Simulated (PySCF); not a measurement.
**Ionising BeSi**

PBE; PySCF, no relativity, basis sets Be pcseg-1, Si pcseg-1. Neutral (UKS): triplet (π ↑↑), Re = 2.129 Å, ωe = 577 cm⁻¹, De = 1.71 eV, HOMO -4.87 eV, LUMO -3.99 eV.

BeSi⁺ (UKS): doublet (π ↑), Re = 2.303 Å, ωe = 464 cm⁻¹, De = 2.21 eV to Be + Si⁺. The energies at the minima are -303.89434 hartree for BeSi and -303.61089 for BeSi⁺.

Task: Work out the adiabatic ionisation energy, without and with harmonic zero-point energies (1 hartree = 27.2114 eV, 1 eV = 8065.5 cm⁻¹), and the change of the bond length.

Result: At PBE: 0.28345 hartree = 7.713 eV between the minima; the zero-point term (464.0 − 577.0)/2 cm⁻¹ = -0.007 eV makes it 7.706 eV. Re changes by +17.4 pm against the neutral. The electron leaves a π orbital, and the longer bond of the ion fits a bonding orbital, or a change in how ionic the bond is.

For an ion De counts to the pair picked by the measured ionisation energies or electron affinities, which need not be the lowest pair at this level. States were picked by a PBE0 search and need not be the measured ground states.
